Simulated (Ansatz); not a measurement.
Program: Ansatz. Geometries: PBE0-D4/def2-TZVP. ΔE: electronic, gas phase. CBS: MP2 limit from def2 TZ/QZ plus the TZ coupled-cluster correction, frozen cores. Double bonds are as drawn, so ΔE can hold a change between cis and trans. Functionals use def2-TZVPP. B3LYP here is the variant with VWN-RPA as its local correlation; programs differ in this. For Se outer-core shells are correlated without core-valence functions, which leaves a few kJ/mol of doubt a bond. Scalar relativity is left out up to krypton. Each species was taken in one conformer, which may not be the lowest.

Reaction (ligand exchange at the Al–O bond): `C=CC[O][AlH2]` + `C/N=C/[SeH]` → `C/N=C\[Se][AlH2]` + `C=CCO`

| level | ΔE (kcal/mol) | difference from CCSD(T)/CBS |
| --- | --- | --- |
| PBE-D4 | 1.2 | -1.7 |
| r2SCAN-D4 | 3.0 | 0.1 |
| PBE0-D4 | 1.6 | -1.3 |
| B3LYP-D4 | 5.0 | 2.1 |
| ωB97X-V | 5.1 | 2.2 |
| ωB97M-V | 4.6 | 1.7 |
| B2PLYP | 5.6 | 2.7 |
| PBE | 2.0 | -0.9 |
| r2SCAN | 3.2 | 0.3 |
| PBE0 | 2.2 | -0.7 |
| B3LYP | 6.2 | 3.3 |
| HF/def2-TZVPP | 7.6 | 4.7 |
| MP2/def2-TZVPP | 3.8 | 0.9 |
| SCS-MP2/def2-TZVPP | 5.4 | 2.5 |
| CCSD/def2-TZVPP | 5.2 | 2.3 |
| CCSD(T)/def2-TZVPP | 4.2 | 1.3 |
| HF/def2-QZVPP | 8.2 | 5.3 |
| MP2/def2-QZVPP | 3.3 | 0.4 |
| SCS-MP2/def2-QZVPP | 4.8 | 1.9 |
| HF/CBS(def2) | 8.2 | 5.3 |
| MP2/CBS(def2) | 2.5 | -0.4 |
| CCSD/CBS(def2) | 3.9 | 1.0 |
| CCSD(T)/CBS | 2.9 | 0 |

Largest T1 diagnostic among the species: 0.013.

The D4 term adds −1.3 kcal/mol with B3LYP and −0.7 kcal/mol with PBE0; it sums over pairs of atoms, weighted by their polarisabilities, and B3LYP, whose exchange is more repulsive, gets the larger term. In def2-TZVPP, CCSD(T) changes the Hartree–Fock value by −3.4 kcal/mol (the triples alone add −1.0 kcal/mol) and MP2 by −3.8 kcal/mol.
